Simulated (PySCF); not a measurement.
PySCF 2.14 output of a UHF calculation on a single atom or ion in cc-pVDZ, with the non-relativistic Hamiltonian (point nucleus):

```
SCF conv_tol = 1e-09
number electrons alpha = 3  beta = 2
cycle= 1 E= -37.2892467085049  delta_E= -0.00324  |g|= 0.0208  |ddm|= 0.0616
cycle= 2 E= -37.2895050265947  delta_E= -0.000258  |g|= 0.0059  |ddm|= 0.0176
cycle= 3 E= -37.2895278661125  delta_E= -2.28e-05  |g|= 0.000121  |ddm|= 0.00721
cycle= 4 E= -37.2895278834929  delta_E= -1.74e-08  |g|= 3.11e-05  |ddm|= 0.000712
cycle= 5 E= -37.2895278847448  delta_E= -1.25e-09  |g|= 2.91e-06  |ddm|= 0.000269
cycle= 6 E= -37.2895278847531  delta_E= -8.25e-12  |g|= 2.5e-07  |ddm|= 2.74e-05
converged SCF energy = -37.2895278847531  <S^2> = 0.75544361  2S+1 = 2.0054362
```

The run itself started from symmetry-adapted Hartree-Fock orbitals and held the occupation by maximum overlap, so the iterations belong to that start.

Problem. Which element, charge and spin multiplicity is this?

Solution. C⁺ (carbon, charge +1), multiplicity 2; the state was [He] 2s2 2p1, 2P determinant.
